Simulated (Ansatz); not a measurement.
An input meant for In(NH2)3 (InN3H6) (charge 0, triplet).

```yaml
crystal:
  periodic: [false, false, false]
  atoms:
    - {symbol: In, position_ang: [-0.001303, -0.000023, -0.054690]}
    - {symbol: N, position_ang: [4.518315, -0.011085, -0.655968]}
    - {symbol: H, position_ang: [5.514972, -1.856913, 0.192592]}
    - {symbol: H, position_ang: [5.539860, 1.759613, 0.314360]}
    - {symbol: N, position_ang: [-2.256473, 3.929769, -0.564435]}
    - {symbol: H, position_ang: [-4.288455, 3.914684, 0.431222]}
    - {symbol: H, position_ang: [-1.144293, 5.701160, 0.299206]}
    - {symbol: N, position_ang: [-2.281848, -3.910051, -0.601874]}
    - {symbol: H, position_ang: [-1.239548, -5.678162, 0.350965]}
    - {symbol: H, position_ang: [-4.361228, -3.848969, 0.288579]}
basis:
  gaussian: {orbitals: def2-mTZVP}
magnetization: {spin_polarized: true, initial_magnetization: 2}
hamiltonian: {xc: {name: B3LYP5}}
scf: {lower_state_search: light}
output: {forces: true}
```

```sh
$ ansatz run in.yaml --threads 4 --pin off --events-out ev --progress --plain --max-ram 3916MiB
```

Output, abridged:

```
Functional definition: B3LYP5
1116 factors; integrals over basis functions are off by at most 2.9e-4 eV
mean field evaluation 1: about -9672.1953 eV, gradient 7.7e1 eV
mean field evaluation 2: about -9416.2184 eV, gradient 1.2e2 eV
mean field evaluation 4: about -9539.3966 eV, gradient 1.4e2 eV
mean field evaluation 8: about -9711.8758 eV, gradient 2.7e0 eV
mean field evaluation 16: about -9711.9859 eV, gradient 4.8e-5 eV
mean field evaluation 32: about -9703.8917 eV, gradient 2.0e1 eV
mean field evaluation 64: about -9711.5317 eV, gradient 5.0e-2 eV
mean field evaluation 96: about -9709.7180 eV, gradient 1.1e1 eV
mean field evaluation 128: about -9711.9367 eV, gradient 6.1e-1 eV
mean field evaluation 160: about -9711.6284 eV, gradient 1.4e0 eV
mean field evaluation 192: about -9709.0617 eV, gradient 7.2e0 eV
mean field evaluation 224: about -9711.4153 eV, gradient 3.8e0 eV
mean field -9711.98595901 eV, -356.9089009731 hartree, gradient 3.0e-6 eV, S^2 7.469458; 22 other end points of the search recorded, 0 dependent functions left out
reference -9711.98643964 eV, -356.9089186360 hartree; 25, 23 occupied and 86, 88 virtual orbitals, 1116 factors
Total energy: -9711.98643964 eV, -356.9089186360 hartree
Atom 0 at    -0.001303    -0.000023    -0.054690 Å, force    -0.060773    -0.103522    -0.040781 eV/Å
Atom 1 at     4.518315    -0.011085    -0.655968 Å, force     0.549213     0.015024     0.586478 eV/Å
Atom 2 at     5.514972    -1.856913     0.192592 Å, force    -0.318467     0.597375    -0.262047 eV/Å
Atom 3 at     5.539860     1.759613     0.314360 Å, force    -0.329021    -0.587966    -0.312834 eV/Å
Atom 4 at    -2.256473     3.929769    -0.564435 Å, force    -0.213215     0.496812     0.596289 eV/Å
Atom 5 at    -4.288455     3.914684     0.431222 Å, force     0.657022     0.008803    -0.309751 eV/Å
Atom 6 at    -1.144293     5.701160     0.299206 Å, force    -0.373863    -0.579091    -0.277339 eV/Å
Atom 7 at    -2.281848    -3.910051    -0.601874 Å, force    -0.249000    -0.404637     0.602039 eV/Å
Atom 8 at    -1.239548    -5.678162     0.350965 Å, force    -0.342838     0.578543    -0.301269 eV/Å
Atom 9 at    -4.361228    -3.848969     0.288579 Å, force     0.680942    -0.021342    -0.280784 eV/Å
Dipole moment:     0.105724     0.175464     0.228690 e Å
```

Task: Something in this input is off. What?

Result: The geometry is stretched to more than twice its size. The run converged. The result belongs to that input, not to the species as meant. The charge 0 triplet is spin-contaminated (final ⟨S²⟩ up to 7.47, 2.00 for a pure state).
